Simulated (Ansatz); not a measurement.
Saddle point of SiNH₉O₂, closed shell (SiH₄O ([OH][SiH3]) + H₂O + NH₃ → SiNH₅O ([NH2][SiH2][OH]) + H₂O + H₂; bonds formed: Si1–N7, H2–H8, H6–O9; bonds broken: Si1–H2, H6–N7, H8–O9), PBE0-D4/def2-TZVP structure:

```xyz
13
angstrom
Si -0.9942 0.0330 -0.6608
H -0.1011 -1.3027 0.4515
H -1.6391 1.0284 -1.5790
H -1.8521 0.0915 0.5479
O -0.8997 -1.2052 -1.7417
H 1.0025 0.6183 0.7378
N 0.5527 0.9885 -0.3293
H 0.5458 -0.9087 1.1077
O 1.3369 -0.1640 1.6916
H -0.5390 -2.0053 -1.3478
H 1.2462 0.7756 -1.0415
H 0.3754 1.9868 -0.3847
H 0.9656 0.0635 2.5483
```

Energies are electronic, without zero-point energy. Barriers and step energies count from the start structure reached by relaxing down the imaginary mode; all methods use the PBE0-D4 structures, on which another method's saddle can fall below an end. Computed with Ansatz 0.2.0 (basis: def2-TZVPP, with def2-QZVPP for the basis limit); correlated methods freeze the cores. B3LYP uses VWN-RPA correlation. Extrapolation: Hartree–Fock as exp(−7.88 √X), correlation as X^−2.97.

```csv
method,barrier (kcal/mol),step energy (kcal/mol)
SPW92,13.02,-11.07
PBE-D4,?,-11.25
BLYP-D4,27.59,-13.25
r2SCAN-D4,?,-12.93
B97M-V,31.14,-11.57
PBE0-D4,28.80,-11.05
B3LYP-D4,31.43,-12.81
r2SCAN0-D4,30.30,-12.40
BHLYP-D4,37.73,-12.49
CAM-B3LYP-D4,32.27,-12.90
wB97X-V,34.13,-11.84
wB97M-V,34.19,-11.82
B2PLYP,34.18,-12.64
PBE-QIDH,32.84,-11.72
RPA on PBE,?,-11.37
HF,53.75,-11.98
MP2,33.42,-13.37
CCSD,39.01,-11.57
CCSD(T),35.86,-11.98
```

Task: Fill in the withheld barriers. (An estimate is asked for; the value comes from the calculation.)

Result: The calculation gives: PBE-D4 23.77; r2SCAN-D4 26.33; RPA on PBE 36.16 kcal/mol. Each is the energy of the saddle less that of the start structure, by the same method.

For comparison, the barrier by CCSD(T) at an estimated basis limit (MP2 extrapolated from triple and quadruple zeta, plus CCSD(T) − MP2 in triple zeta) is 35.70 kcal/mol.

No T1 diagnostic of these runs exceeds 0.012.

Labels in which every atom is bracketed show which atoms are joined, not bond orders.

For scale, one of the runs: CCSD(T)/def2-TZVPP, 261 basis functions, launched by `ansatz run in.yaml --threads 8 --pin off --events-out ev --progress --plain --max-ram 19148MiB`. Hardware: 8 CPU threads of an Arm Neoverse V1, shared host. Wall time 100 s; peak host memory 6.4 GiB.
